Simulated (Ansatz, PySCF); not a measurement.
Species: CH$_{4}$BO$_{2}$, net charge 0, doublet state. It need not be the lowest isomer of its formula. SMILES: CB([O])O
Structure (B3LYP-D3(BJ)/def2-TZVP (Ansatz, a quantum-chemistry and plane-wave program) minimum search):
```xyz
8

B     -0.1075     0.0435     0.0189
C      1.4535    -0.0900    -0.2324
O     -0.5834     1.2869     0.1515
O     -0.8932    -1.0785     0.0900
H      1.8748    -0.6985     0.5716
H      1.9795     0.8614    -0.2707
H      1.6000    -0.6171    -1.1784
H     -1.8255    -0.8906     0.2451
```
Charge 0, spin multiplicity 2.

Property: atomisation energy (electronic, to ground-state atoms), in kJ/mol. Valence correlation only, unless marked. Open shells are spin-unrestricted. No spin-orbit coupling. No relativistic terms. The coupled-cluster limit lacks core correlation, which all-electron functionals hold. Basis-set limits of correlation are two-point, X^-3; Hartree-Fock from the larger set. [CCSD(T)-MP2]/basis is that difference in the basis named.

| level | program | atomisation energy (kJ/mol) | minus last row |
|---|---|---|---|
| HF/6-31G | Ansatz | 2208.2 | -1015.3 |
| HF/aug-cc-pVQZ | Ansatz | 2414.6 | -808.9 |
| r2SCAN-D3(BJ)/def2-TZVPD | Ansatz + dftd3 | 3267.3 | 43.8 |
| B3LYP-D3(BJ)/def2-TZVPD | Ansatz + dftd3 | 3242.0 | 18.5 |
| PBE0/STO-3G | Ansatz | 3695.0 | 471.5 |
| PBE0-D3(BJ)/def2-TZVPD | Ansatz + dftd3 | 3242.6 | 19.1 |
| PBE0-D4/def2-TZVP | Ansatz + dftd4 | 3242.2 | 18.7 |
| PBE0-D4/def2-TZVPD | Ansatz + dftd4 | 3242.0 | 18.5 |
| PBE0/def2-QZVPP | Ansatz | 3241.8 | 18.3 |
| BHLYP-D3(BJ)/def2-TZVPD | Ansatz + dftd3 | 3133.8 | -89.7 |
| BHLYP/def2-TZVPD | Ansatz | 3120.1 | -103.4 |
| TPSSh-D3(BJ)/def2-TZVPD | PySCF + dftd3 | 3221.4 | -2.1 |
| r2SCANh/def2-TZVPD | Ansatz | 3236.8 | 13.3 |
| HSE06-D3(BJ)/def2-TZVPD | Ansatz + dftd3 | 3243.9 | 20.4 |
| CAM-B3LYP-D4/def2-TZVPD | Ansatz + dftd4 | 3257.5 | 34.0 |
| B2GP-PLYP-D3(BJ)/def2-TZVPD | Ansatz + dftd3 | 3193.1 | -30.4 |
| B2PLYP-D3(BJ)/def2-TZVPD | Ansatz + dftd3 | 3206.4 | -17.1 |
| MP2/6-31G | Ansatz | 2737.3 | -486.2 |
| CCSD/6-31G | Ansatz | 2690.5 | -533.0 |
| RI-MP2/CBS(cc-pVTZ,cc-pVQZ)+[CCSD(T)-MP2]/cc-pVTZ | Ansatz | 3224.1 | 0.6 |
| RI-MP2/CBS(aug-cc-pVTZ,aug-cc-pVQZ)+[CCSD(T)-MP2]/aug-cc-pVTZ | Ansatz | 3223.5 | 0.0 |
